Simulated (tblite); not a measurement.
A tight-binding relaxation on `N(/C)=C/C1([O-])CC1`.

Computed with GFN2-xTB geometry optimisation, gas phase (tblite 0.8.0). Start geometry: from a force field or distance geometry. The input is one job of a driver script: a line of settings, then coordinates in Å.

Command:
```bash
OMP_NUM_THREADS=1 python probes_run.py task.json out
```

Input:
```
{"job": {"kind": "relax", "xc": "GFN2-xTB", "basis": "xTB"}, "charge": -1, "multiplicity": 1}
C     -2.139700    -0.056900    -0.072700
N     -1.515200     0.410100     1.142400
C     -0.244800     0.705700     1.089000
C      0.638400     0.547200    -0.106300
O      0.717300     1.651700    -0.960600
C      0.906000    -0.810100    -0.714000
C      1.970700    -0.149900     0.114400
H     -1.883900    -1.089500    -0.285600
H     -3.228900    -0.022700     0.070700
H     -1.934100     0.578700    -0.931800
H      0.221400     1.106600     1.993900
H      1.055400    -0.864200    -1.782100
H      0.408900    -1.674000    -0.283300
H      2.848800     0.235500    -0.393600
H      2.175400    -0.560100     1.097700
```

Output:
```
step      E/eV     max force
  0    -595.45542    3.304
  1    -595.66093    1.679
  2    -595.70497    1.344
  3    -595.74162    0.758
  4    -595.78003    0.395
  5    -595.78819    0.389
  6    -595.80270    0.278
  7    -595.81058    0.243
  8    -595.81907    0.215
  9    -595.82308    0.172
... (116 lines left out)
126    -595.93538    0.029
127    -595.93560    0.035
128    -595.93581    0.025
129    -595.93580    0.056
130    -595.93598    0.016
131    -595.93602    0.014
132    -595.93607    0.017
133    -595.93610    0.014
134    -595.93617    0.012
135    -595.93618    0.009
```

«max force» is the largest atomic force in eV/Å.

**Question.** From which step on does the largest force stay under 0.1 eV/Å, and how much energy is left to gain from there?

**Answer.** From step 105 (0.057 eV/Å), 7.1 meV above the end.

Summary of the converged run: energy lowered by 11.1 kcal/mol over 135 steps; largest atomic force 0.009 eV/Å at the end.

**Question.** Give the final coordinates.

**Answer.** 1.096 Å rms from the input after alignment:
```
atom  x, y, z in Å
C1    -2.4518    0.5624   -0.0021
N2    -1.6091    0.0155    1.0396
C3    -0.3726   -0.1883    0.8039
C4     0.4734    0.0300   -0.4004
O5     0.0172    0.5166   -1.5076
C6     1.6170   -1.0424   -0.4066
C7     1.9369    0.3415    0.0683
H8    -3.2614   -0.1493   -0.1954
H9    -2.9020    1.4875    0.3734
H10   -1.8912    0.7568   -0.9200
H11    0.1622   -0.6032    1.6633
H12    1.9846   -1.3291   -1.3823
H13    1.6179   -1.8478    0.3192
H14    2.5135    0.9714   -0.5949
H15    2.1608    0.4864    1.1195
```

The run took 0.52 s wall on one thread, Arm Neoverse V2 (aarch64), shared host with 48 logical CPUs at a one-minute load of 12.
Labels such as C1 count atoms from 1, the log's own numbers from 0.
